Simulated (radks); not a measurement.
Values are calculated unless marked as measured or tabulated.
Species: P VI. Configuration: [Ne]. Level of theory: non-relativistic Kohn-Sham, PBE, spin-polarised, spherical densities, point nucleus (a radial shooting solver on a logarithmic mesh with Libxc functionals).

Radial electron density D(r) = 4 pi r^2 rho(r):

r (bohr),D(r) (e/bohr)
0.0119,2.715
0.01342,3.298
0.01501,3.934
0.01692,4.723
0.01893,5.564
0.02134,6.581
0.02387,7.635
0.02691,8.864
0.0301,10.09
0.03394,11.44
0.03796,12.70
0.04246,13.92
0.04788,15.09
0.05355,15.99
0.06038,16.67
0.06753,16.98
0.07614,16.92
0.08517,16.47
0.09603,15.63
0.1074,14.59
0.1211,13.34
0.1355,12.23
0.1527,11.30
0.1708,10.83
0.1926,10.87
0.2154,11.42
0.2429,12.45
0.2717,13.61
0.3063,14.78
0.3426,15.51
0.3863,15.65
0.4321,15.05
0.4833,13.74
0.5449,11.71
0.6095,9.469
0.6872,7.002
0.7686,4.901
0.8667,3.063
0.9694,1.806
1.093,0.9225
1.222,0.4414
1.378,0.1755
1.542,0.06452
1.738,0.01868
1.944,0.004939
2.192,0.0009644
2.452,0.0001692

D(r) has 2 maxima, at r = 0.0703, 0.371 bohr, and minima at 0.181 bohr, inside which lie 2.20 electrons.
